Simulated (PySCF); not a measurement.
# Electronic absorption of n-SiSiSiSiSiH12

Species: n-SiSiSiSiSiH12.
Bonds: Si1–Si2, Si2–Si3, Si3–Si4, Si4–Si5. Hydrogens: H6, H7, H8 on Si1; H9, H10 on Si2; H11, H12 on Si3; H13, H14 on Si4; H15, H16, H17 on Si5.

Theory: TDDFT PBE0/def2-SVPD, vertical, gas phase, core orbitals frozen in the response (PySCF). Isolated species at its PBE0-D3(BJ)/def2-SVP geometry (one conformer only).

```
state  λ (nm)  E (eV)      f   main configurations (H = HOMO, L = LUMO)
   S1   196.5    6.31  0.017                   H→L+1 (69%), H-1→L (18%)
   S2   193.8    6.40  0.011                                  H→L (83%)
   S3   190.1    6.52  0.013                   H-1→L (75%), H→L+1 (12%)
   S4   187.8    6.60  0.034     H-1→L+1 (70%), H→L+2 (14%), H→L+3 (8%)
   S5   184.7    6.71  0.076                 H→L+3 (58%), H-1→L+1 (14%)
   S6   184.1    6.73  0.088                   H→L+2 (60%), H→L+3 (15%)
   S7   181.9    6.82  0.018     H→L+4 (54%), H-1→L+3 (21%), H→L+1 (9%)
   S8   180.4    6.87  0.014                              H-1→L+2 (80%)
   S9   179.6    6.90  0.077               H-1→L+4 (47%), H-1→L+3 (26%)
  S10   179.4    6.91  0.070  H-1→L+4 (32%), H-1→L+3 (27%), H→L+4 (12%)
```

Triplets (Tamm–Dancoff): T1 5.62 eV, H→L (79%), H-1→L+1 (10%); T2 5.68 eV, H→L+1 (75%), H-1→L (10%); T3 5.82 eV, H-1→L+1 (53%), H→L+3 (14%), H→L+2 (12%); T4 5.95 eV, H-1→L (63%), H→L+4 (9%).

The lowest singlet lies at 6.31 eV (197 nm, vacuum ultraviolet) and is weak; its leading configuration is HOMO→LUMO+1 (69%). The strongest level in the table is S9/S10 at 6.90 eV (180 nm, f = 0.147 summed). It is the last of those listed, so stronger ones may follow. S9/S10 lie within about 0.01 eV of each other. Löwdin shares by element: HOMO silicon 76% or more (atoms not listed hold the other 24%); LUMO silicon 58% or more (atoms not listed hold the other 42%). Of the 10 states listed, 10 reach f = 0.01 and none stays under 0.0005. Orbital energies (eV): HOMO-3 -9.16, HOMO-2 -8.46, HOMO-1 -8.01, HOMO -7.87, LUMO -0.41, LUMO+1 -0.36, LUMO+2 -0.14. The listed states span 0.60 eV. No computed singlet lies in the visible range (380 to 750 nm); the lowest, at 197 nm, stands 3.05 eV above its violet end (3.26 eV). Orbitals of the list HOMO-3 to LUMO+2 that lie within 0.01 eV of each other are written together with a slash and their weights summed (≥ marks a lower bound); for degenerate orbitals outside that list single weights are arbitrary. Singlets were solved by full linear response, triplets in the Tamm–Dancoff approximation.
